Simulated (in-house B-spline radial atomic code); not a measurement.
A fraction x of an electron is removed from 4d in Zr3+, starting from [Kr] 4d1 and keeping the highest spin. Level of theory: scalar-relativistic (X2C) M06-L, spin-polarised, spherical fractional occupations, Fermi nucleus of rms radius 4.2694 fm; calculated with an all-electron radial atomic-structure program (B-spline basis).

| x | E(x) - E(0) (eV) | 4d up level (eV) |
| --- | --- | --- |
| 0 | 0.0000 | -27.919 |
| 0.01 | 0.2797 | -28.031 |
| 0.18 | 5.2082 | -29.956 |
| 0.3 | 8.8854 | -31.335 |
| 0.4 | 12.0769 | -32.499 |
| 0.5 | 15.3856 | -33.678 |
| 0.52 | 16.0616 | -33.916 |
| 0.68 | 21.6416 | -35.842 |
| 0.82 | 26.7797 | -37.564 |
| 0.93 | 30.9870 | -38.936 |
| 1 | 33.7432 | - |

The exact functional would give a straight line between the two integer points. Deviations E(x) - E(0) - x[E(1) - E(0)], in eV: -0.058 at x = 0.01, -0.866 at x = 0.18, -1.238 at x = 0.3, -1.42 at x = 0.4, -1.486 at x = 0.5, -1.485 at x = 0.52, -1.304 at x = 0.68, -0.89 at x = 0.82, -0.394 at x = 0.93.

The curve lies below the straight line by up to 1.486 eV (at x = 0.5): convex, the delocalisation error that favours fractional charges.

(1) How well does Slater's transition state (minus the level at half occupation) give the ionisation energy?

## Answers

(1) It gives 33.678 eV against 33.743 eV from the two total energies; NIST lists 34.42 eV, ground level to ground level.
